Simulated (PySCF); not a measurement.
C11H12.
SMILES with atom numbers: `[CH2:1]=[C:2]1[CH2:3][CH2:4][C@H:5]1[c:6]1[cH:7][cH:8][cH:9][cH:10][cH:11]1` (hydrogens: H12, H13 on C1; H14, H15 on C3; H16, H17 on C4; H18 on C5; H19 on C7; H20 on C8; H21 on C9; H22 on C10; H23 on C11)

The same species was optimised twice, with GFN2-xTB and with PBE0-D3(BJ)/def2-SVP (PySCF), and the same property calculations (PySCF, gas phase) were run on both structures.

```json
{"coordinate": "C1=C2 (Å)", "GFN2-xTB": "1.316", "PBE0-D3(BJ)/def2-SVP": "1.329", "change": "+0.013"}
{"coordinate": "C6–C11 (Å)", "GFN2-xTB": "1.391", "PBE0-D3(BJ)/def2-SVP": "1.401", "change": "+0.010"}
{"coordinate": "C9–C10 (Å)", "GFN2-xTB": "1.385", "PBE0-D3(BJ)/def2-SVP": "1.395", "change": "+0.010"}
{"coordinate": "C7–C8 (Å)", "GFN2-xTB": "1.384", "PBE0-D3(BJ)/def2-SVP": "1.394", "change": "+0.010"}
{"coordinate": "C6–C7 (Å)", "GFN2-xTB": "1.389", "PBE0-D3(BJ)/def2-SVP": "1.399", "change": "+0.010"}
{"coordinate": "C10–C11 (Å)", "GFN2-xTB": "1.382", "PBE0-D3(BJ)/def2-SVP": "1.392", "change": "+0.010"}
{"coordinate": "C8–C9 (Å)", "GFN2-xTB": "1.384", "PBE0-D3(BJ)/def2-SVP": "1.393", "change": "+0.009"}
{"coordinate": "C3–C4 (Å)", "GFN2-xTB": "1.539", "PBE0-D3(BJ)/def2-SVP": "1.546", "change": "+0.007"}
{"coordinate": "C2–C3 (Å)", "GFN2-xTB": "1.504", "PBE0-D3(BJ)/def2-SVP": "1.511", "change": "+0.007"}
{"coordinate": "C2–C5 (Å)", "GFN2-xTB": "1.513", "PBE0-D3(BJ)/def2-SVP": "1.520", "change": "+0.007"}
{"coordinate": "C4–C5 (Å)", "GFN2-xTB": "1.551", "PBE0-D3(BJ)/def2-SVP": "1.557", "change": "+0.006"}
{"coordinate": "C5–C6 (Å)", "GFN2-xTB": "1.497", "PBE0-D3(BJ)/def2-SVP": "1.500", "change": "+0.003"}
{"coordinate": "C2–C5–C6 (°)", "GFN2-xTB": "116.5", "PBE0-D3(BJ)/def2-SVP": "120.8", "change": "+4.3"}
{"coordinate": "C4–C5–C6 (°)", "GFN2-xTB": "116.3", "PBE0-D3(BJ)/def2-SVP": "119.9", "change": "+3.6"}
{"coordinate": "C2–C3–C4 (°)", "GFN2-xTB": "88.8", "PBE0-D3(BJ)/def2-SVP": "87.6", "change": "-1.2"}
{"coordinate": "C2–C5–C4 (°)", "GFN2-xTB": "88.0", "PBE0-D3(BJ)/def2-SVP": "86.9", "change": "-1.1"}
{"coordinate": "C3–C2–C5 (°)", "GFN2-xTB": "92.8", "PBE0-D3(BJ)/def2-SVP": "91.8", "change": "-1.0"}
{"coordinate": "C3–C4–C5 (°)", "GFN2-xTB": "90.0", "PBE0-D3(BJ)/def2-SVP": "89.1", "change": "-0.9"}
{"coordinate": "C5–C6–C11 (°)", "GFN2-xTB": "120.3", "PBE0-D3(BJ)/def2-SVP": "120.9", "change": "+0.6"}
{"coordinate": "C7–C6–C11 (°)", "GFN2-xTB": "118.7", "PBE0-D3(BJ)/def2-SVP": "118.4", "change": "-0.3"}
{"coordinate": "C4–C5–C6–C7 (°)", "GFN2-xTB": "-118", "PBE0-D3(BJ)/def2-SVP": "-113", "change": "+5"}
```

Rotational constants: A = 2446, B = 717.5, C = 688.7 MHz (GFN2-xTB) against A = 2505, B = 699.9, C = 646.9 MHz (PBE0-D3(BJ)/def2-SVP). Point groups within 0.08 Å: C1 and C1.

On the GFN2-xTB structure: HOMO (eV) -6.85 [PBE0/pcSseg-1]; LUMO (eV) -0.18 [PBE0/pcSseg-1]; dipole (D) 0.49 [PBE0/pcSseg-1]; GIAO shielding of C1 (ppm) 70.3 [PBE0/pcSseg-1]; GIAO shielding of C2 (ppm) 22.2 [PBE0/pcSseg-1]; GIAO shielding of C3 (ppm) 157.1 [PBE0/pcSseg-1]; GIAO shielding of C4 (ppm) 157.1 [PBE0/pcSseg-1]; GIAO shielding of C5 (ppm) 135.7 [PBE0/pcSseg-1]; GIAO shielding of C6 (ppm) 33.4 [PBE0/pcSseg-1]; GIAO shielding of C7/C11 (mean) (ppm) 53.3 [PBE0/pcSseg-1]; GIAO shielding of C8/C10 (mean) (ppm) 53.0 [PBE0/pcSseg-1].

Question: What do these properties become on the PBE0-D3(BJ)/def2-SVP structure?

Answer: 
| property | level | on GFN2-xTB | on PBE0-D3(BJ)/def2-SVP | change |
| --- | --- | --- | --- | --- |
| HOMO (eV) | PBE0/pcSseg-1 | -6.85 | -6.87 | -0.02 |
| LUMO (eV) | PBE0/pcSseg-1 | -0.18 | -0.29 | -0.11 |
| dipole (D) | PBE0/pcSseg-1 | 0.49 | 0.52 | +0.03 |
| energy, GFN2-xTB geometry as zero (kcal/mol) | PBE0/pcSseg-1 | 0.0 | -1.6 | -1.6 |
| GIAO shielding of C1 (ppm) | PBE0/pcSseg-1 | 70.3 | 71.5 | +1.2 |
| GIAO shielding of C2 (ppm) | PBE0/pcSseg-1 | 22.2 | 21.3 | -0.9 |
| GIAO shielding of C3 (ppm) | PBE0/pcSseg-1 | 157.1 | 153.2 | -3.9 |
| GIAO shielding of C4 (ppm) | PBE0/pcSseg-1 | 157.1 | 152.2 | -4.9 |
| GIAO shielding of C5 (ppm) | PBE0/pcSseg-1 | 135.7 | 131.7 | -4.0 |
| GIAO shielding of C6 (ppm) | PBE0/pcSseg-1 | 33.4 | 35.7 | +2.3 |
| GIAO shielding of C7/C11 (mean) (ppm) | PBE0/pcSseg-1 | 53.3 | 50.1 | -3.2 |
| GIAO shielding of C8/C10 (mean) (ppm) | PBE0/pcSseg-1 | 53.0 | 50.5 | -2.5 |

The heavy atoms differ by 0.161 Å rms after alignment. Among bonds between heavy atoms C1=C2 changes most (+0.013 Å). Changes are differences of the printed values. Neither structure is proved a minimum here.

Conformer computed: `[CH2:1]=[C:2]1[CH2:3][CH2:4][C@H:5]1[c:6]1[cH:7][cH:8][cH:9][cH:10][cH:11]1`: C4–C5–C6–C7 -113°.
